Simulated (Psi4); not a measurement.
Pair of molecules, SMILES C=C with SMILES CO (the first has 6 atoms); geometry from B3LYP-D3(BJ)/def2-TZVP.
(charge 0, multiplicity 1):
```xyz
12

C      0.702     0.208     0.024
C     -0.606     0.027    -0.101
H      1.166     1.167    -0.174
H      1.361    -0.596     0.327
H     -1.069    -0.933     0.095
H     -1.266     0.830    -0.406
C     -0.206    -0.598     3.696
O     -0.338     0.723     3.199
H     -0.982    -1.267     3.306
H     -0.313    -0.547     4.779
H      0.775    -1.031     3.468
H     -0.246     0.693     2.238
```

All values below come from Psi4 with SAPT0/jun-cc-pV(D+d)Z.

Q: Which attractive term is largest, and how does the interaction split up?

A: electrostatics -192.8, exchange 250.4, induction -62.9, dispersion -89.5, total -94.9 meV; the largest attraction is electrostatics.
